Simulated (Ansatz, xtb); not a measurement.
Ligand exchange: AlH2Br + CHBrCl2 → AlH3 + CBr2Cl2

Species: AlH2Br `[AlH2][Br]`, singlet; CHBrCl2 (bromodichloromethane) `ClC(Cl)Br`, singlet; AlH3 `[AlH3]`, singlet; CBr2Cl2 (dibromodichloromethane) `ClC(Cl)(Br)Br`, singlet. The partners trade Br for H: Al–Br and C–H bonds give way to Al–H and C–Br.

Shapes, held fixed at every level: PBE0-D4/def2-TZVP. Programs: Ansatz 0.2.0, xtb 6.7.1. The zero-point and thermal change to 298 K, harmonic and unscaled (PBE0-D4/def2-TZVP), is -15.0 kJ/mol.

```tsv
level	kind	ΔH(298 K) (kJ/mol)	less CCSD(T)/def2-TZVPP
GFN2-xTB	semi-empirical	+217.1	-33.1
HF/def2-SVP	Hartree–Fock	+290.8	+40.6
PBE-D4/def2-TZVPP	GGA	+238.2	-12.0
B3LYP-D4/def2-TZVPP	global hybrid	+247.2	-3.0
B2PLYP/def2-TZVPP	double hybrid	+254.6	+4.4
MP2/def2-SVP	perturbation theory	+249.2	-1.0
CCSD(T)/def2-SVP	coupled cluster or CI	+250.8	+0.6
CCSD/def2-SVP	coupled cluster or CI	+257.8	+7.6
CCSD(T)/def2-TZVPP	coupled cluster or CI	+250.2	0.0
```

The highest level, CCSD(T)/def2-TZVPP, gives ΔH(298 K) = +250.2 kJ/mol; the levels span +217.1 to +290.8. The column of differences is taken from that level and isn't an error. No measured value is set beside it here. Relativity is left out for Br. Outer-core shells of Br are correlated in most correlated rows, in sets that cover them unevenly.
